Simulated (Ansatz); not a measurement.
A run for Ansatz (a program for electronic structure): U-CCSD(T)/def2-TZVPP on O, 2S+1 = 3, a spin state set in the input, which need not be the lowest.

Ansatz 0.2 input:
```yaml
crystal:
  periodic: [false, false, false]
  atoms:
    - {symbol: O, position_ang: [0.00000000, 0.00000000, 0.00000000]}
basis:
  gaussian:
    orbitals: def2-TZVPP
magnetization: {spin_polarized: true, initial_magnetization: 2}
correlation: {method: ccsd_t, electrons: valence}
scf: {lower_state_search: full}
```

Question: Give the final energy of this run.

Answer: -74.9767 hartree (reference determinant -74.8156, T1 diagnostic 0.006).
